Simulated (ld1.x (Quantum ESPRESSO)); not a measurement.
# What one change does to a pseudopotential (As, TM)

As (Z = 33), norm-conserving Troullier–Martins (Kleinman–Bylander form), made with ld1.x (Quantum ESPRESSO) 7.5 (LDA (PZ), scalar-relativistic). Core [Ar] 3d10, reference 4s2 4p2 (charge +1). Waves: 4s (bound): rc 1.65 bohr; 4p (bound): rc 2.10 bohr. Local part: all-electron potential smoothed inside 1.35 bohr (lloc = -1). Core correction: none.

Change: all radii scaled by about 1.26 (s 2.08, p 2.64 bohr); local potential all-electron potential smoothed inside 1.70 bohr (lloc = -1).

Cutoffs: the cutoffs (Ry, on a coarse ladder) from which the occupation-weighted sum of valence levels, in a spherical-Bessel basis at the reference potential, stays within 10 and 1 mRy of its value at 400 Ry; they do not see the model core or the augmentation charge, which bear on the density cutoff. Errors are all-electron minus pseudo energies relative to the spin-unpolarised reference configuration.

Question: Predict the effect on cutoff, ghosts and configuration errors.

Answer: The potential gets softer (21 Ry and 50 Ry → 18 Ry and 35 Ry); both files keep a bound ghost (d); of the 9 tests that both files solve, the error grows in 0 and shrinks in 6 by more than 15 % and 0.3 meV (median size 34.3 → 27.2 meV). A larger radius leaves more room for a smooth pseudo-wave, so fewer plane waves are needed. That the errors move this way runs against the usual rule that smaller radii transfer better.

```tsv
quantity	base	changed
cutoff, loose	21 Ry	18 Ry
cutoff, tight	50 Ry	35 Ry
loose cutoff by channel (10 mRy a level)	s 18 Ry, p 6 Ry	s 12 Ry, p 6 Ry
bound ghosts	d	d
error for 4s2 4p3, meV [ΔE -9.33 eV]	+9.0	+7.7
error for 4s2 4p1, meV [ΔE 18.16 eV]	+17	+10
error for 4s2 4p0, meV [ΔE 46.20 eV]	+121	+66
error for 4s2 4p2.5, meV [ΔE -5.69 eV]	+3.3	+2.8
error for 4s0 4p5, meV [ΔE 9.88 eV]	+34	+27
error for 4s1 4p0, meV [ΔE 97.32 eV]	+557	+355
error for 4s1 4p3, meV [ΔE 10.16 eV]	+11	+8.4
error for 4s2 4p2 (spin-polarised), meV [ΔE -0.73 eV]	+117	+115
error for 4s2 4p3 (spin-polarised), meV [ΔE -10.65 eV]	+184	+179
```

 A true bound ghost makes a file unfit for plane-wave use even where its test errors are small: the radial tests pick states by their node count and pass the ghost by.
